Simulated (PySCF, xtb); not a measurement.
C6H14S2, SMILES CSCCCCSC. One conformer was computed; it need not be the lowest.

Harmonic wavenumbers (cm⁻¹) from GFN2-xTB (xtb) at its own minimum, in rising order: 29, 48, 53, 66, 115, 116, 151, 155, 158, 200, 242, 385, 385, 734, 734, 748, 770, 771, 795, 880, 944, 946, 947, 951, 1022, 1062, 1069, 1077, 1102, 1201, 1216, 1237, 1266, 1269, 1306, 1318, 1320, 1356, 1449, 1449, 1452, 1452, 1456, 1457, 1493, 1494, 2954, 2955, 2967, 2967, 2971, 2985, 2985, 2994, 3019, 3019, 3020, 3020, 3065, 3065.

Question: What does B3LYP-D3(BJ)/def2-SVP (PySCF 2.14.0) give at its own minimum? (The exact figures need the calculation; the answer reports its results.)

Answer: 35, 52, 67, 71, 132, 134, 155, 178, 182, 208, 249, 401, 407, 719, 720, 753, 759, 780, 785, 889, 959, 959, 964, 970, 1037, 1048, 1063, 1089, 1094, 1213, 1243, 1263, 1304, 1317, 1328, 1336, 1350, 1399, 1441, 1441, 1458, 1458, 1464, 1467, 1470, 1486, 3019, 3021, 3023, 3025, 3025, 3033, 3058, 3065, 3078, 3091, 3115, 3115, 3143, 3143. Paired by order, the mean absolute difference is 28 cm⁻¹ and the zero-point energies are 117.0 and 119.0 kcal/mol.
